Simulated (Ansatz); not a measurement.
`O[SiH2]C[SiH](O)O` + `N[Si](O)(O)O` → `O[SiH2]N[Si](O)(O)O` + `C[SiH](O)O`  (ligand exchange at the Si–C bond)

Isolated molecules relaxed with PBE0-D4/def2-TZVP in Ansatz; ΔE leaves out vibrations. CCSD(T)/CBS adds triple-zeta CCSD(T) − MP2 to the extrapolated MP2 energy (def2 sets, frozen cores). Functionals use def2-TZVPP. One conformer a species, not always the lowest.

```tsv
level	ΔE (eV)
ωB97M-V	-0.64
CCSD/CBS(def2)	-0.67
```

Problem. What does CCSD(T)/CBS give? (Best estimate.)

Solution. Computed: -0.65 eV. The listed levels differ from it by 0.01, -0.02 eV.

Largest T1 diagnostic among the species: 0.011.

In def2-TZVPP, CCSD(T) changes the Hartree–Fock value by +0.12 eV (the triples alone add +0.01 eV) and MP2 by +0.11 eV.
